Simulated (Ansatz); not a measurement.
Consider the ligand exchange at the Si–C bond: `O[SiH2]C(F)[TeH]` + H₂Te → `O[SiH2][TeH]` + `FC[TeH]`.

Program: Ansatz. Geometries: PBE0-D4/def2-TZVP. ΔE: electronic, gas phase. CCSD(T)/CBS is the MP2 limit (def2-TZVPP, def2-QZVPP) plus CCSD(T) − MP2 in def2-TZVPP, frozen cores. DFT in def2-TZVPP. def2 core potentials past Kr. For Te outer-core shells are correlated without core-valence functions, which leaves a few kJ/mol of doubt a bond. Each species was taken in one conformer, which may not be the lowest.

CCSD(T)/CBS gives -67.8 kJ/mol.

(1) Another level gave -72.3 kJ/mol. Which?
A. SCS-MP2/def2-TZVPP
B. HF/def2-TZVPP
C. CCSD(T)/def2-TZVPP
D. PBE/def2-TZVPP

Largest T1 diagnostic among the species: 0.012.

Answers

(1) D. PBE -72.3, SCS-MP2/def2-TZVPP -68.1, HF/def2-TZVPP -77.2, CCSD(T)/def2-TZVPP -63.5 kJ/mol.

In def2-TZVPP, CCSD(T) changes the Hartree–Fock value by +13.7 kJ/mol (the triples alone add +1.5 kJ/mol) and MP2 by +7.2 kJ/mol. The D4 term adds +5.7 kJ/mol with B3LYP and +3.2 kJ/mol with PBE0; it sums over pairs of atoms, weighted by their polarisabilities, and B3LYP, whose exchange is more repulsive, gets the larger term.

B3LYP here is the variant with VWN-RPA as its local correlation; programs differ in this.
